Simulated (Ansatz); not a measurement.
CH5AlOSi, one more setting.

```yaml
crystal:
  periodic: [false, false, false]
  atoms:
    - {symbol: Al, position_ang: [-0.970363, 1.016293, -0.848185]}
    - {symbol: Si, position_ang: [1.366946, 0.531355, 0.117851]}
    - {symbol: C, position_ang: [0.243419, -0.848926, 0.816716]}
    - {symbol: O, position_ang: [-0.152620, -0.741869, -0.486157]}
    - {symbol: H, position_ang: [-0.886237, 1.299870, -2.366093]}
    - {symbol: H, position_ang: [-1.872457, 1.543984, 0.088906]}
    - {symbol: H, position_ang: [2.563109, -0.059894, -0.464650]}
    - {symbol: H, position_ang: [-0.486648, -0.550783, 1.773108]}
    - {symbol: H, position_ang: [0.493743, -1.861802, 1.195322]}
basis:
  gaussian: {orbitals: aug-cc-pVTZ, final_grid: {core_spheres: 5, valence_spheres: 4, degree: 11}}
hamiltonian: {xc: {name: HSE06}, dispersion: d3bj}
output: {forces: true}
```

```sh
$ ansatz run in.yaml --threads 2 --pin off --events-out ev --progress --plain --max-ram 4352MiB
```

Shortened log:

```
Functional definition: HSE06
1445 factors; their error is unknown
144 factors; integrals over basis functions are off by at most 1.9e-6 eV
mean field evaluation 1: about -17620.6450 eV, gradient 6.2e1 eV
mean field evaluation 2: about -17566.4769 eV, gradient 1.6e2 eV
mean field evaluation 4: about -17628.9811 eV, gradient 1.6e1 eV
mean field evaluation 8: about -17629.4474 eV, gradient 1.4e0 eV
mean field evaluation 16: about -17629.5032 eV, gradient 7.0e-4 eV
mean field -17629.50319751 eV, -647.8722928019 hartree, gradient 4.6e-5 eV, S^2 0.000000; 0 other end points of the search recorded, 0 dependent functions left out
reference -17629.50328442 eV, -647.8722959959 hartree; 23, 23 occupied and 284, 284 virtual orbitals, 1445 factors
Total energy: -17629.63950945 eV, -647.8773021735 hartree
Atom 0 at    -0.970363     1.016293    -0.848185 Å, force     3.332807    -2.066151    -1.779343 eV/Å
Atom 1 at     1.366946     0.531355     0.117851 Å, force    -1.824632    -0.219921     0.186030 eV/Å
Atom 2 at     0.243419    -0.848926     0.816716 Å, force    -0.534780    -0.129996     4.841073 eV/Å
Atom 3 at    -0.152620    -0.741869    -0.486157 Å, force    -0.871471     1.589563    -0.881246 eV/Å
Atom 4 at    -0.886237     1.299870    -2.366093 Å, force    -0.094998     0.014115    -0.542581 eV/Å
Atom 5 at    -1.872457     1.543984     0.088906 Å, force    -2.325827     1.121700     2.369241 eV/Å
Atom 6 at     2.563109    -0.059894    -0.464650 Å, force     0.676695    -0.523300    -0.344423 eV/Å
Atom 7 at    -0.486648    -0.550783     1.773108 Å, force     1.133468    -0.112176    -2.765430 eV/Å
Atom 8 at     0.493743    -1.861802     1.195322 Å, force     0.508738     0.326166    -1.083322 eV/Å
Dipole moment:     0.090217    -0.025450     0.260923 e Å
```

Hardware: 2 threads of an Arm Neoverse V2 on a shared host. Wall time 9.5 s, peak host memory 1.1 GiB.
